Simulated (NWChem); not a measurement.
ZnHF; SMILES [F][ZnH]

Give the equilibrium geometry at PBE0/def2-SVP (NWChem) as a list of bonds and angles, with the point group.

point group C*v; any orientation.
Bonds (Å): Zn1–H2 1.513, Zn1–F3 1.743. Angles (°): H2–Zn1–F3 180.0.
